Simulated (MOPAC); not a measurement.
MOPAC input (PM7):

```
PM7 FORCE THERMO(298,298) PRECISE LET UHF MS=0.5 GEO-OK AUX(PRECISION=9) THREADS=1
C2H7BN

C     1.88917901 1    0.65778079 1   -0.21741077 1
B     0.64506563 1   -0.24275413 1   -0.25915187 1
N    -0.55765301 1   -0.74986465 1   -0.15567012 1
C    -1.71124029 1   -0.03430712 1    0.41909984 1
H     1.74616194 1    1.57503443 1   -0.79945657 1
H     2.74842166 1    0.12152861 1   -0.64514196 1
H     2.15098486 1    0.94144500 1    0.80805171 1
H    -0.81183250 1   -1.68308242 1   -0.46063004 1
H    -1.43336003 1    0.98249897 1    0.75151996 1
H    -2.10941998 1   -0.57186888 1    1.29700787 1
H    -2.51929829 1    0.07055608 1   -0.32540300 1
```

Output:

```
 *******************************************************************************
 **                                                                           **
 **                              MOPAC v23.2.5                                **
 **                                                                           **
 *******************************************************************************
 ** MOPAC's Digital Object Identifier: https://doi.org/10.5281/zenodo.6511958 **
 **                                                                           **
 ** Please cite the open-source release paper for use of this MOPAC version:  **
 ** J. E. Moussa and J. J. P. Stewart (2026)                                  **
 ** MOPAC: An open-source semiempirical molecular orbital program             **
 ** J. Open Source Softw., 11(119), 8025, https://doi.org/10.21105/joss.08025 **
 *******************************************************************************

                              PM7 CALCULATION RESULTS

 *******************************************************************************
 *  PM7        - The PM7 Hamiltonian to be used
 *  GEO-OK     - OVERRIDE INTERATOMIC DISTANCE AND OTHER SAFETY CHECKS
 *  UHF        - UNRESTRICTED HARTREE-FOCK CALCULATION
 *  MS=        - IN MECI, MAGNETIC COMPONENT OF SPIN =  0.5
 *  LET        - OVERRIDE SOME SAFETY CHECKS
 *  PRECISE    - TIGHTER CRITERIA TO BE USED
 *  FORCE      - FORCE CALCULATION SPECIFIED
 *  AUX        - OUTPUT AUXILIARY INFORMATION
 *  THERMO     - THERMODYNAMIC QUANTITIES TO BE CALCULATED
 *******************************************************************************
PM7 FORCE THERMO(298,298) PRECISE LET UHF MS=0.5 GEO-OK AUX(PRECISION=9) THREADS=1
 C2H7BN

   ATOM   CHEMICAL          X               Y               Z
  NUMBER   SYMBOL      (ANGSTROMS)     (ANGSTROMS)     (ANGSTROMS)

     1       C          1.88917901  *   0.65778079  *  -0.21741077  *
     2       B          0.64506563  *  -0.24275413  *  -0.25915187  *
     3       N         -0.55765301  *  -0.74986465  *  -0.15567012  *
     4       C         -1.71124029  *  -0.03430712  *   0.41909984  *
     5       H          1.74616194  *   1.57503443  *  -0.79945657  *
     6       H          2.74842166  *   0.12152861  *  -0.64514196  *
     7       H          2.15098486  *   0.94144500  *   0.80805171  *
     8       H         -0.81183250  *  -1.68308242  *  -0.46063004  *
     9       H         -1.43336003  *   0.98249897  *   0.75151996  *
    10       H         -2.10941998  *  -0.57186888  *   1.29700787  *
    11       H         -2.51929829  *   0.07055608  *  -0.32540300  *

          CARTESIAN COORDINATES

    NO.       ATOM           X           Y           Z

     1         C          1.8892      0.6578     -0.2174
     2         B          0.6451     -0.2428     -0.2592
     3         N         -0.5577     -0.7499     -0.1557
     4         C         -1.7112     -0.0343      0.4191
     5         H          1.7462      1.5750     -0.7995
     6         H          2.7484      0.1215     -0.6451
     7         H          2.1510      0.9414      0.8081
     8         H         -0.8118     -1.6831     -0.4606
     9         H         -1.4334      0.9825      0.7515
    10         H         -2.1094     -0.5719      1.2970
    11         H         -2.5193      0.0706     -0.3254

[...]
 VIBRATION         23    9A"          ATOM PAIR      ENERGY CONTRIBUTION    RADIAL
 FREQUENCY          2649.51         C  4 -- H 11         +49.1% ( 72.3%)     98.1%
 TRANSITION DIPOLE   0.5794         C  4 -- H 10         +49.1% ( 72.3%)     98.1%
 TRAVEL (Ang.)       0.2261         N  3 -- C  4          +0.9% (  9.6%)      0.0%
 REDUCED MASS        0.4980         C  4 -- H  9          +0.8% (  9.2%)      0.0%
 EFFECTIVE MASS      1.4438
 FORCE CONSTANT      2.0596

 VIBRATION         24   10A"          ATOM PAIR      ENERGY CONTRIBUTION    RADIAL
 FREQUENCY          2662.45         C  1 -- H  7         +49.2% ( 72.2%)     97.7%
 TRANSITION DIPOLE   0.6595         C  1 -- H  5         +49.2% ( 72.2%)     97.8%
 TRAVEL (Ang.)       0.2247         C  1 -- B  2          +0.8% (  9.5%)      0.0%
 REDUCED MASS        0.5014         C  1 -- H  6          +0.8% (  9.2%)      0.0%
 EFFECTIVE MASS      1.4602
 FORCE CONSTANT      2.0941

 VIBRATION         25   15A'          ATOM PAIR      ENERGY CONTRIBUTION    RADIAL
 FREQUENCY          2748.68         N  3 -- H  8         +25.1% ( 48.7%)     99.8%
 TRANSITION DIPOLE   0.9931         C  1 -- H  5         +15.7% ( 38.5%)     97.5%
 TRAVEL (Ang.)       0.4012         C  1 -- H  7         +15.7% ( 38.5%)     97.5%
 REDUCED MASS        0.1524         C  4 -- H 10         +11.8% ( 33.3%)     97.1%
 EFFECTIVE MASS      1.1492         C  4 -- H 11         +11.8% ( 33.3%)     97.1%
 FORCE CONSTANT      0.6786         C  1 -- H  6         +11.4% ( 32.8%)     95.7%

 VIBRATION         26   16A'          ATOM PAIR      ENERGY CONTRIBUTION    RADIAL
 FREQUENCY          2751.75         N  3 -- H  8         +21.7% ( 45.1%)     99.8%
 TRANSITION DIPOLE   0.0988         C  1 -- H  5         +20.0% ( 43.3%)     97.0%
 TRAVEL (Ang.)       0.3888         C  1 -- H  7         +20.0% ( 43.3%)     97.1%
 REDUCED MASS        0.1621         C  1 -- H  6         +14.7% ( 37.2%)     95.5%
 EFFECTIVE MASS      1.1632
 FORCE CONSTANT      0.7232

 VIBRATION         27   17A'          ATOM PAIR      ENERGY CONTRIBUTION    RADIAL
 FREQUENCY          2760.69         N  3 -- H  8         +56.4% ( 73.8%)     99.9%
 TRANSITION DIPOLE   0.8624         C  4 -- H  9         +19.7% ( 43.6%)     96.5%
 TRAVEL (Ang.)       0.2628         C  4 -- H 10         +11.6% ( 33.4%)     91.8%
 REDUCED MASS        0.3537         C  4 -- H 11         +11.6% ( 33.4%)     91.8%
 EFFECTIVE MASS      1.2700
 FORCE CONSTANT      1.5883

      SYMMETRY NUMBER FOR POINT-GROUP Cs  =  1

          SYSTEM IS A GROUND STATE

 C2H7BN

          MOLECULE IS NOT LINEAR

          THERE ARE 27 GENUINE VIBRATIONS IN THIS SYSTEM
          THIS THERMODYNAMICS CALCULATION IS LIMITED TO
          MOLECULES WHICH HAVE NO INTERNAL ROTATIONS

                    CALCULATED THERMODYNAMIC PROPERTIES
                                          *
   TEMP. (K)   PARTITION FUNCTION   H.O.F.    ENTHALPY  HEAT CAPACITY ENTROPY
                                   KCAL/MOL   CAL/MOLE    CAL/K/MOL  CAL/K/MOL

 298.00  VIB.     0.8476D+02                  2237.8459    13.6756    16.3325
         ROT.     0.4564D+05                   888.2803     2.9808    24.3008
         INT.     0.3869D+07                  3126.1262    16.6564    40.6333
         TRA.     0.4040D+27                  1480.4672     4.9680    37.9818
         TOT.                       -1.710    4606.5934    21.6245    78.6151

   *: NOTE: HEATS OF FORMATION ARE RELATIVE TO THE
            ELEMENTS IN THEIR STANDARD STATE AT 298K
              (=  Standard Enthalpy of Formation).

            Hvib:  Zero-point energy is not included.
                   frequencies of less than zero cm-1 are not included.
            Hrot = (3/2)RT
            Htra = (3/2)RT + pV = (5/2)RT

            Heat capacity is Cp, not Cv

          For more information, see: HTTP://OpenMOPAC.net/Manual/thermochemistry.html

           FORCE CONSTANT IN CARTESIAN COORDINATES (Millidynes/A)

    ATOM   CHEMICAL       X               Y               Z
   NUMBER   SYMBOL  FORCE CONSTANT  FORCE CONSTANT  FORCE CONSTANT

      1       C        6.157362        5.376346        5.668306
      2       B       10.578366        1.005467        1.007876
      3       N        9.508404        6.794245        1.797940
      4       C        6.557227        7.153219        5.993385
      5       H        1.041485        1.258388        2.815887
      6       H        0.934212        3.572551        0.528959
      7       H        1.041523        1.258838        2.815399
      8       H        2.853038        2.542671        0.223300
      9       H        2.501887        2.379646        0.553510
     10       H        1.652851        0.932651        2.796756
     11       H        1.652905        0.932468        2.796885

 **********************
 *                    *
 * JOB ENDED NORMALLY *
 *                    *
 **********************

 == MOPAC DONE ==
```
